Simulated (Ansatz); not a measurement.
## One arrangement of a pair

The pair of Cl⁻ (SMILES [Cl-], atom 1) and HCN (SMILES C#N, atoms 2–4), both closed shells, in one local arrangement (a lower one may exist), relaxed at PBE0-D4/def2-TZVPD:

```
4
angstrom
Cl -0.2073 0.4595 -2.3036
C 0.0685 -0.1517 0.7608
N 0.1697 -0.3759 1.8849
H -0.0308 0.0683 -0.3422
```

Ansatz 0.2.0; basis: def2-TZVPPD, with def2-QZVPPD for the basis limit; cores frozen in the correlated methods. B3LYP uses VWN-RPA correlation. Extrapolation: Hartree–Fock as exp(−7.88 √X), correlation as X^−2.97. Interaction energies count from these two fragments, frozen as in the pair, with the counterpoise correction; negative means bound.

Question: What is the interaction energy by CCSD(T) at an estimated basis limit (MP2 extrapolated from triple and quadruple zeta, plus CCSD(T) − MP2 in triple zeta)? (An estimate is asked for; the value comes from the calculation.)

Answer: By the calculation: -96.9 kJ/mol. Hartree–Fock alone gives -88.3 kJ/mol at the basis limit. It counts from the two fragments frozen as in the pair.

The same quantity by other methods in triple zeta, and each one's difference from that estimate:
```tsv
method	E_int (kJ/mol)	difference
PBE-D4	-103.0	-6.1
revPBE-D4	-99.2	-2.4
BLYP-D4	-97.2	-0.3
r2SCAN-D4	-102.5	-5.6
B97M-V	-97.3	-0.4
PBE0-D4	-104.6	-7.7
B3LYP-D4	-100.3	-3.4
HSE06-D4	-104.6	-7.7
wB97X-V	-99.1	-2.2
wB97M-V	-98.8	-1.9
B2PLYP	-95.0	1.9
HF	-87.8	9.1
MP2	-94.3	2.6
CCSD	-91.1	5.8
CCSD(T)	-92.5	4.4
```
Differences are method less estimate.

Question: Which atoms make the shortest contact between the fragments?

Answer: Cl1 and H4, 2.01 Å apart.

Energy to bend the free fragments (PBE0-D4 minima) into their shapes in the pair, CCSD(T)/def2-TZVPPD: HCN 5.6 kJ/mol. This must be added to the interaction energy to get the binding energy from relaxed fragments.

Basis-set superposition shift (counterpoise-corrected less uncorrected): CCSD(T) 5.1; MP2 4.8; HF 0.3; PBE0-D4 0.5; wB97M-V 0.5 kJ/mol.

The T1 diagnostic stays at or below 0.015.

For scale, one of the runs: CCSD(T)/def2-TZVPPD, 142 basis functions, launched by `ansatz run in.yaml --threads 2 --pin off --events-out ev --progress --plain --max-ram 5222MiB`. The run took 5 s on 2 CPU threads of an Intel Xeon 6975P-C (shared host), with 0.94 GiB of host memory at its peak.
